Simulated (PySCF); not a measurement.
Cl$_{3}$Sc (SMILES [Cl][Sc]([Cl])[Cl]), singlet, at a GFN2-xTB geometry (such geometries of metal compounds can be far from the true shape), atoms displaced at random by about 0.02 Å a coordinate; B3LYP/STO-3G (PySCF).

Here is a job for PySCF.
```python
from pyscf import gto, scf, dft
from pyscf.geomopt import geometric_solver

mol = gto.Mole()
mol.atom = '''
    Sc    0.11916845    0.32495774    0.21650113
    Cl    2.02598564   -0.46084038   -0.68988892
    Cl   -0.74994307   -1.05431977    1.77763689
    Cl   -1.34792538    1.07640788   -1.32585743
'''
mol.basis = 'sto-3g'
mol.verbose = 3
mol.build()

def method(m):
    mf = dft.RKS(m)
    mf.xc = 'b3lyp'
    return mf

conv, mol_eq = geometric_solver.kernel(method(mol), maxsteps=100, convergence_set='GAU_VERYTIGHT')
print('optimisation converged:', conv)
print(mol_eq.tostring(format='xyz'))
mf = method(mol_eq)
mf.kernel()
```

What the program printed (banner, timings and long lists left out):

```
Custom engine selected.
Bonds will be generated from interatomic distances less than 1.20 times sum of covalent radii
12 internal coordinates being used (instead of 12 Cartesians)
Internal coordinate system (atoms numbered from 1):
Distance 1-2
Distance 1-3
Distance 1-4
Angle 2-1-3
Angle 2-1-4
Angle 3-1-4
Translation-X 1-4
Translation-Y 1-4
Translation-Z 1-4
Rotation-A 1-4
Rotation-B 1-4
Rotation-C 1-4
<class 'geometric.internal.Distance'> : 3
<class 'geometric.internal.Angle'> : 3
<class 'geometric.internal.TranslationX'> : 1
<class 'geometric.internal.TranslationY'> : 1
<class 'geometric.internal.TranslationZ'> : 1
<class 'geometric.internal.RotationA'> : 1
<class 'geometric.internal.RotationB'> : 1
<class 'geometric.internal.RotationC'> : 1
> ===== Optimization Info: ====
> Job type: Energy minimization
> Maximum number of optimization cycles: 100
> Initial / maximum trust radius (Angstrom): 0.100 / 0.300
> Convergence Criteria:
> Will converge when all 5 criteria are reached:
>  |Delta-E| < 1.00e-06
>  RMS-Grad  < 1.00e-06
>  Max-Grad  < 2.00e-06
>  RMS-Disp  < 4.00e-06
>  Max-Disp  < 6.00e-06
> === End Optimization Info ===

Geometry optimization cycle 1
Cartesian coordinates (Angstrom)
 Atom        New coordinates             dX        dY        dZ
  Sc   0.119168   0.324958   0.216501    0.000000  0.000000  0.000000
  Cl   2.025986  -0.460840  -0.689889    0.000000  0.000000  0.000000
  Cl  -0.749943  -1.054320   1.777637    0.000000  0.000000  0.000000
  Cl  -1.347925   1.076408  -1.325857    0.000000  0.000000  0.000000

WARN: Mole.unit (angstrom) is changed to Bohr

converged SCF energy = -2118.86310655627
--------------- RKS_Scanner gradients ---------------
         x                y                z
0 Sc     0.0027664635     0.0024062143     0.0012290828
1 Cl    -0.0288615214     0.0039353997     0.0080877606
2 Cl     0.0093740370     0.0104001209    -0.0241436669
3 Cl     0.0168609492    -0.0166854748     0.0149004006
----------------------------------------------
cycle 1: E = -2118.86310656  dE = -2118.86  norm(grad) = 0.0499251
Step    0 : Gradient = 2.496e-02/3.023e-02 (rms/max) Energy = -2118.8631065563
[...]
Geometry optimization cycle 2
Cartesian coordinates (Angstrom)
 Atom        New coordinates             dX        dY        dZ
  Sc   0.082090   0.212185   0.145996   -0.037079 -0.112773 -0.070505
  Cl   2.100036  -0.433584  -0.684849    0.074050  0.027256  0.005040
[...]
converged SCF energy = -2118.88070973087
Step   11 : Displace = 1.862e-03/2.944e-03 (rms/max) Trust = 1.700e-03 (=) Grad = 1.144e-04/1.581e-04 (rms/max) E (change) = -2118.8807097309 (-2.023e-06) Quality = 0.649
converged SCF energy = -2118.88071106159
Step   12 : Displace = 1.845e-03/2.449e-03 (rms/max) Trust = 1.700e-03 (=) Grad = 1.050e-04/1.862e-04 (rms/max) E (change) = -2118.8807110616 (-1.331e-06) Quality = 0.188
converged SCF energy = -2118.88071179781
Step   13 : Displace = 8.438e-04/9.598e-04 (rms/max) Trust = 8.500e-04 (-) Grad = 8.175e-05/1.278e-04 (rms/max) E (change) = -2118.8807117978 (-7.362e-07) Quality = 0.130
converged SCF energy = -2118.88071199195
Step   14 : Displace = 4.263e-04/4.921e-04 (rms/max) Trust = 4.219e-04 (-) Grad = 6.482e-05/1.024e-04 (rms/max) E (change) = -2118.8807119919 (-1.941e-07) Quality = 1.444
converged SCF energy = -2118.88071223128
Step   15 : Displace = 6.106e-04/7.195e-04 (rms/max) Trust = 5.967e-04 (+) Grad = 4.056e-05/6.456e-05 (rms/max) E (change) = -2118.8807122313 (-2.393e-07) Quality = 1.272
converged SCF energy = -2118.88071247473
Step   16 : Displace = 8.468e-04/1.056e-03 (rms/max) Trust = 8.438e-04 (+) Grad = 8.344e-06/1.326e-05 (rms/max) E (change) = -2118.8807124747 (-2.434e-07) Quality = 2.019
converged SCF energy = -2118.88071252441
Step   17 : Displace = 2.053e-04/2.613e-04 (rms/max) Trust = 1.193e-03 (+) Grad = 2.635e-06/4.154e-06 (rms/max) E (change) = -2118.8807125244 (-4.969e-08) Quality = 10.231
[...]
[...]
Geometry optimization cycle 19
Cartesian coordinates (Angstrom)
 Atom        New coordinates             dX        dY        dZ
  Sc   0.029070  -0.004559  -0.012611   -0.000008 -0.000003  0.000001
  Cl   2.231012  -0.373584  -0.622421    0.000000 -0.000001  0.000003
  Cl  -0.814734  -0.940982   1.928123    0.000008 -0.000001 -0.000000
  Cl  -1.335508   1.306321  -1.344578    0.000002  0.000004 -0.000005
converged SCF energy = -2118.88071252595
--------------- RKS_Scanner gradients ---------------
         x                y                z
0 Sc    -0.0000379823    -0.0000212109     0.0000096193
1 Cl    -0.0000419200     0.0000225345    -0.0000507030
2 Cl     0.0000359480    -0.0000289766     0.0000306324
3 Cl    -0.0000979711    -0.0000531471     0.0000370397
----------------------------------------------
cycle 19: E = -2118.88071253  dE = -1.53477e-09  norm(grad) = 0.000153903
Step   18 : Displace = 6.765e-06/9.028e-06 (rms/max) Trust = 1.688e-03 (+) Grad = 2.603e-06/4.083e-06 (rms/max) E (change) = -2118.8807125259 (-1.535e-09) Quality = 39.953
[...]
Geometry optimization cycle 20
Cartesian coordinates (Angstrom)
 Atom        New coordinates             dX        dY        dZ
  Sc   0.029072  -0.004558  -0.012613    0.000002  0.000001 -0.000003
  Cl   2.231011  -0.373584  -0.622419   -0.000001 -0.000000  0.000001
  Cl  -0.814734  -0.940983   1.928123    0.000000 -0.000001  0.000001
  Cl  -1.335509   1.306321  -1.344577   -0.000001 -0.000000  0.000001
converged SCF energy = -2118.88071252645
--------------- RKS_Scanner gradients ---------------
         x                y                z
0 Sc    -0.0000358140    -0.0000201873     0.0000068444
1 Cl    -0.0000438114     0.0000228101    -0.0000501192
2 Cl     0.0000352276    -0.0000297708     0.0000322734
3 Cl    -0.0000975332    -0.0000536529     0.0000375946
----------------------------------------------
cycle 20: E = -2118.88071253  dE = -4.99313e-10  norm(grad) = 0.000153825
Step   19 : Displace = 2.049e-06/3.403e-06 (rms/max) Trust = 2.387e-03 (+) Grad = 3.113e-07/4.443e-07 (rms/max) E (change) = -2118.8807125264 (-4.993e-10) Quality = 29.481
[...]
Converged! =D

optimisation converged: True
4
XYZ from PySCF
Sc          0.02907182       -0.00455811       -0.01261326
Cl          2.23101093       -0.37358398       -0.62241948
Cl         -0.81473421       -0.94098282        1.92812314
Cl         -1.33550945        1.30632083       -1.34457677
converged SCF energy = -2118.88071252635
```
